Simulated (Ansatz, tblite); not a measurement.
Removing and adding an electron: Cu(NH3)Br (CuBrNH₃). Charge 0, multiplicity 1. Geometry: PBE0-D4/def2-TZVP. Ansatz, gas phase; energy differences of separate SCF runs; the oxidised species was run as a doublet alone; the reduced species was run as a doublet alone.

Cartesian coordinates in Å:
```
Cu 0.596 0.508 -0.793
N -0.447 -0.378 0.592
H -0.859 0.292 1.233
H 0.129 -1.010 1.140
H -1.204 -0.924 0.194
Br 1.785 1.513 -2.367
```

The xTB rows come from tblite. HOMO above LUMO, or a gap near zero within one spin, warns that the state may not be the lowest or that an electron is smeared out.

```tsv
level	−HOMO (eV)	vertical IE (eV)	−LUMO (eV)	vertical EA (eV)	HOMO–LUMO gap (eV)	IE − EA (eV)	remarks
GFN1-xTB	10.34	13.58	5.26	1.78	5.08	11.80	–
GFN2-xTB	9.35	13.10	2.04	-0.51	7.30	13.62	–
PBE-D4/def2-TZVP	5.02	8.44	1.67	–	3.35	–	gap within one spin near zero (+1 doublet)
PBE-D4/def2-TZVPD	5.14	–	1.92	0.10	3.22	–	HOMO above zero (-1 doublet)
r2SCAN-D4/def2-TZVP	5.21	8.49	1.09	–	4.11	–	–
r2SCAN-D4/def2-TZVPD	5.30	–	1.34	0.03	3.96	–	HOMO above zero (-1 doublet)
PBE0-D4/def2-TZVP	6.36	8.62	0.87	–	5.49	–	–
PBE0-D4/def2-TZVPD	6.46	–	1.20	-0.01	5.26	–	HOMO above zero (-1 doublet)
```

Relaxing the oxidised species (PBE0-D4/def2-TZVP) changes its energy by 0.00 eV at PBE0-D4/def2-TZVP, so the adiabatic ionisation energy to this nearest minimum is 8.61 eV. At PBE-D4/def2-TZVP it is 8.44 eV.     A HOMO above zero means that the electron is unbound at that level or that self-interaction error raises the level; the energy of removing that electron tells which. Raw xTB energy differences between charge states are shifted by several eV; the methods need an empirical correction for them. A negative affinity means that the extra electron isn't bound; its size then hangs on the basis.
